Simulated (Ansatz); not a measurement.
`[Cl][GeH2][NH][SiH](Cl)Cl` + H–F → `F[SiH](Cl)Cl` + `[NH2][GeH2][Cl]`  (ligand exchange at the Si–N bond)

Program: Ansatz. Geometries: PBE0-D4/def2-TZVP. ΔE: electronic, gas phase. CCSD(T)/CBS is the MP2 limit (def2-TZVPP, def2-QZVPP) plus CCSD(T) − MP2 in def2-TZVPP, frozen cores. This one scheme is used for every species. Functionals use def2-TZVPP. B3LYP here is the variant with VWN-RPA as its local correlation; programs differ in this. For Ge outer-core shells are correlated without core-valence functions, which leaves a few kJ/mol of doubt a bond. Scalar relativity is left out up to krypton. One conformer a species, not always the lowest.

Question: Is it downhill or uphill in electronic energy at CCSD(T)/CBS, and by how much? (Best estimate.)

Answer: Computed: Downhill: ΔE = -15.8 kcal/mol.

Question: What do these levels give: r2SCAN-D4, PBE0-D4, B3LYP-D4, ωB97M-V, B2PLYP, PBE, B3LYP, CCSD(T)/def2-TZVPP, HF/def2-QZVPP, HF/CBS(def2), MP2/CBS(def2), CCSD/CBS(def2)? (An estimate is asked.)

Answer: Computed: r2SCAN-D4 -18.7, PBE0-D4 -16.0, B3LYP-D4 -17.1, ωB97M-V -17.4, B2PLYP -19.3, PBE -19.4, B3LYP -21.4, CCSD(T)/def2-TZVPP -16.2, HF/def2-QZVPP -21.8, HF/CBS(def2) -21.8, MP2/CBS(def2) -14.7, CCSD/CBS(def2) -16.5 kcal/mol.

Largest T1 diagnostic among the species: 0.010.

From PBE to PBE0 (25 % exact exchange), in def2-TZVPP and without D4, ΔE moves by +1.0 kcal/mol. The D4 term adds +4.3 kcal/mol with B3LYP and +2.5 kcal/mol with PBE0; it sums over pairs of atoms, weighted by their polarisabilities, and B3LYP, whose exchange is more repulsive, gets the larger term.
